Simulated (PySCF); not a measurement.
C4H3F, SMILES C#C/C=C\F.

The structure is a stationary point at B3LYP-D3(BJ)/def2-SVP. The structure was generated by enumeration; whether it is a known compound was not checked.

All values below come from TDDFT-PBE/def2-SVPD (PySCF 2.14.0).

Vertical excitations. Gas-phase values at a fixed geometry. State labels are in the subgroup Cs.

| state | symmetry | energy (eV) | λ (nm) | f | main pairs |
|---|---|---|---|---|---|
| S1 | A" | 5.05 | 246 | 0.000 | HOMO−1→LUMO 99 % |
| S2 | A' | 5.44 | 228 | 0.257 | HOMO→LUMO 85 % |
| S3 | A" | 5.68 | 218 | 0.001 | HOMO→LUMO+1 99 % |
| S4 | A" | 6.53 | 190 | 0.000 | HOMO→LUMO+2 100 % |
| S5 | A' | 6.94 | 179 | 0.105 | HOMO−2→LUMO 75 %, HOMO→LUMO+6 17 % |
| S6 | A" | 6.99 | 177 | 0.019 | HOMO→LUMO+3 100 % |
| S7 | A' | 7.10 | 175 | 0.144 | HOMO−1→LUMO+1 49 %, HOMO−1→LUMO+2 42 % |
| S8 | A" | 7.33 | 169 | 0.003 | HOMO→LUMO+4 96 % |
| S9 | A" | 7.43 | 167 | 0.000 | HOMO−3→LUMO 88 % |
| S10 | A" | 7.49 | 166 | 0.000 | HOMO→LUMO+5 88 % |
| T1 | A' | 3.39 | 366 | 0 | HOMO→LUMO 98 % |
| T2 | A" | 4.73 | 262 | 0 | HOMO−1→LUMO 92 % |
| T3 | A' | 5.47 | 227 | 0 | HOMO−1→LUMO+1 65 %, HOMO−2→LUMO 23 % |
| T4 | A" | 5.47 | 227 | 0 | HOMO→LUMO+1 92 % |
Triplets are in the Tamm–Dancoff approximation, which puts them higher than full response would, so one can lie above its singlet here.
